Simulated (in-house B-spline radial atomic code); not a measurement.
Results of a calculation; reference values are marked as such.
## Weak and strong correlation along the adiabatic connection

Two-electron singlets in several external potentials (atomic units), by full CI in B-splines with partial waves to l = 8 (correlation energies up to 0.6 % small). The repulsion is scaled by λ at fixed density; W(λ) is the mean repulsion less the Hartree energy, W(0) = E_x, and the area under W from 0 to 1 is E_xc.

One system gave this curve:

```csv
λ,W (hartree)
0,-1.9911
0.02,-1.993
0.05,-1.9958
0.12,-2.0023
0.25,-2.0141
0.4,-2.0272
0.6,-2.0441
0.8,-2.0603
1,-2.0757
1.4,-2.1049
2,-2.1444
3,-2.201
4.5,-2.2694
7,-2.3532
10,-2.423
```

Task: Which system is it?
A. −Z exp(−kr)/r, Z = 8.56, k = 3.71
B. −V exp(−r²/w²), V = 28.3, w = 4.72
C. ω²r²/2 − Z/r, ω = 2.06, Z = 1
D. −Z exp(−kr)/r, Z = 3.56, k = 0.236

Result: D. The exchange energy sets the size: −Z exp(−kr)/r, Z = 3.56, k = 0.236: E_x = -1.99, E_c = -0.0439; −Z exp(−kr)/r, Z = 8.56, k = 3.71: E_x = -4.42, E_c = -0.0468; ω²r²/2 − Z/r, ω = 2.06, Z = 1: E_x = -1.28, E_c = -0.042; −V exp(−r²/w²), V = 28.3, w = 4.72: E_x = -0.937, E_c = -0.0426 hartree.
